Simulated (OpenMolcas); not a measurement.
## Tc: effect of the active space

```
Program             : OpenMolcas
Method              : MS-CASPT2, IPEA 0.25 Eh, imaginary shift 0.1 Eh
Basis               : ANO-RCC-VQZP
Scalar Hamiltonian  : DKH2, point nucleus
Spin-orbit coupling : RASSI with atomic mean-field integrals over the reference wave functions, term energies averaged over their components
```

A. 5 electrons in 5 orbitals (4d); 2S+1 = 6 even, 1 root; 2S+1 = 4 even, 24 roots; 2S+1 = 2 even, 75 roots (58 in the spin-orbit step); closed shells correlated: 4s 4p 5s; CASPT2 step roughly 40 core-seconds
B. 7 electrons in 6 orbitals (4d 5s); 2S+1 = 6 even, 6 roots; 2S+1 = 4 even, 64 roots kept (CI in the orbitals of an earlier block); 2S+1 = 2 even, 83 roots kept (CI in the orbitals of an earlier block); closed shells correlated: 4s 4p; CASPT2 step of the order of 110 core-seconds

Energies in eV above 4d⁵ 5s² ⁶S_5/2.

```json
{"Level": "4d⁵ 5s² ⁶S_5/2", "A": "0.0000", "B": "0.0000"}
{"Level": "4d⁵ 5s² ⁴G_11/2 [61 %]", "A": "2.331", "B": "3.010"}
{"Level": "4d⁵ 5s² ⁴G_9/2 [53 %]", "A": "2.337", "B": "3.127"}
{"Level": "4d⁵ 5s² ⁴P_3/2 [52 %]", "A": "2.538", "B": "3.237"}
{"Level": "4d⁵ 5s² ⁴P_1/2 [60 %]", "A": "2.604", "B": "3.243"}
{"Level": "4d⁵ 5s² ⁴D_1/2 [60 %]", "A": "2.763", "B": "3.589"}
{"Level": "4d⁵ 5s² ⁴D_3/2 [52 %]", "A": "2.817", "B": "3.595"}
{"Level": "4d⁵ 5s² ⁴D_5/2 [53 %]", "A": "2.818", "B": "3.592"}
{"Level": "4d⁵ 5s² ²I_11/2", "A": "3.455", "B": "3.779"}
{"Level": "4d⁵ 5s² ²I_13/2", "A": "3.495", "B": "3.777"}
```

The spin-orbit steps hold different terms of 4d⁵ 5s² (B lacks among others ²D, ²F, ²G, ²H, ²S), which shifts levels as well.

Between A and B the level of the table that moves most is 4d⁵ 5s² ⁴D_1/2 [60 %], by 6700 cm-1 (lowest in A, highest in B). Moves below CASPT2's spread within the term are not significant.

Term energies are means over components that CASPT2 splits; among the terms shown or strongly mixed into the levels shown the widest spread is 1200 cm-1 (4d⁵ 5s² ²I, A). Over all roots computed the reference weight is 0.83 to 0.89 in B; the roots of lowest weight are the least certain, and an intruder state may touch them. The CASPT2 spread within a term exceeds the gap to the next term for 4d⁵ 5s² ⁴P and 4d⁵ 5s² ⁴D, so the order of their levels is uncertain, and so are names and mixing where such terms share a J (figures for A; the like holds for B). Some high roots are left out of the spin-orbit mixing, which shifts the levels that they would mix with (holds for A). With the s shell closed, the reference lacks s² → p², s² → d² and s → d mixing, so excited terms can stand far too high and out of order, with CASPT2 too (holds for A). Blocks of more than 70 roots (2S+1 = 2 even) ran without multistate coupling (holds for B). Terms from blocks run as CI alone lack orbitals of their own (holds for B). Configurations are named by rounded mean occupations; where the s occupation lies near a half they are strongly mixed, a name can repeat and a true partner stay unpaired (holds for B). Levels of configurations outside the active space are missing. Levels that lie high or do not pair safely by name in every column are left out.

A share in square brackets marks a mixed level and gives the weight of the term that names it, the lowest over the columns.
